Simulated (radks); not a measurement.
Problem. The zinc ion Zn9+, configuration [Ar] 3d3. Method: scalar-relativistic Kohn-Sham, PBE, spin-polarised, spherical densities, finite nucleus; open shells are filled with parallel spins first; Fermi nuclear charge, rms radius 3.9283 fm; computed with a radial shooting solver on a logarithmic mesh with Libxc functionals. Some entries of the table are withheld. Estimate them.

orbital  occ.  eigenvalue (eV)  <r^2> (bohr^2)
1s up       1        -9761.147        0.003407
1s down     1        -9761.146        0.003407
2s up       1        -1400.637         0.06024
2s down     1        -1397.291         0.06003
2p up       3              (1)         0.04814
2p down     3              (2)         0.04792
3s up       1        -345.0741          0.4558
3s down     1        -339.5065          0.4597
3p up       3        -297.4832          0.4717
3p down     3        -291.9335          0.4772
3d up       3        -221.6486          0.4626
3d down     0        -215.7034          0.4733

Solution. 
(1) 2p up eigenvalue (eV): -1245.813
(2) 2p down eigenvalue (eV): -1243.305
